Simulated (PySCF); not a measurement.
**MH2+ across the fourth-period p block**

Level: PBE0, basis family def2-TZVP, no relativity.

Each entry is the lowest minimum that a search over a few typed start shapes (and spin states, where more than one is plausible) found, or that minimum re-optimised at the stated level; isomers with ligand–ligand bonds, or fragments after loss of a ligand pair, can lie lower. Open shells are unrestricted; no spin–orbit coupling; PySCF with density fitting.

```tsv
molecule	2S+1	point group	mean bond to the central atom (Å)	distinct angles (°)	gap (eV)	highest ω (cm⁻¹)	dipole (D)
GaH₂⁺	1	D∞h	1.528	180	8.32	2183	0.00
GeH₂⁺	2	C2v	1.552	121	–	2114	0.47
AsH₂⁺	1	C2v	1.530	91	4.21	2231	1.10
BrH₂⁺	1	C2v	1.447	93	9.16	2499	2.04
```

The bond length does not run in one direction; the largest change, -0.083 Å, falls between AsH₂⁺ and BrH₂⁺ among the members listed.

The shape changes along the series: D∞h for GaH₂⁺; C2v for GeH₂⁺ and AsH₂⁺ and BrH₂⁺.

Left out of the table are members whose search was unfinished or whose lowest solution was spin-contaminated, unstable, very soft or bonded differently.
